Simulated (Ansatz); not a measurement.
Input for Ansatz (a program for electronic structure): R-B3LYP/def2-TZVPPD on C2H4O2 (a complex). Files ending in .json are basis or fitting sets from the Basis Set Exchange.

Ansatz 0.2 input:
```yaml
crystal:
  periodic: [false, false, false]
  atoms:
    - {symbol: C, position_ang: [0.03190326, 0.02945807, -0.07735461]}
    - {symbol: H, position_ang: [-0.97734099, -0.28654657, 0.18376286]}
    - {symbol: H, position_ang: [0.26346853, 0.96972907, 0.42142123]}
    - {symbol: H, position_ang: [0.74163091, -0.73660622, 0.23239895]}
    - {symbol: H, position_ang: [0.09864521, 0.16842008, -1.15532657]}
    - {symbol: O, position_ang: [0.17707972, 1.08615226, 3.40432379]}
    - {symbol: C, position_ang: [-0.05277024, -0.04810807, 3.33054021]}
    - {symbol: O, position_ang: [-0.28264038, -1.18239652, 3.26019981]}
basis:
  gaussian:
    orbitals: def2-TZVPPD.json
hamiltonian:
  xc: {name: B3LYP}
scf: {lower_state_search: off}
```

The head of its log:

```
WARN ansatz: RAYON_NUM_THREADS=1 ignored (pool sized by the plan → 1); use --threads N
Functional definition: B3LYP
these checks for a lower state are left out or cut short: stability, starts, cluster_reference, orbital_swaps, neighbouring_geometries, increment
integrals: 0.10 GiB planned
952 factors; their error is unknown
mean field: 1.01 GiB planned
mean field evaluation 1: about -6227.5444 eV, gradient 7.3e1 eV
mean field evaluation 2: about -6219.0917 eV, gradient 9.8e1 eV
```

### Question
Give the final energy of this run.

### Answer
-229.2095 hartree.
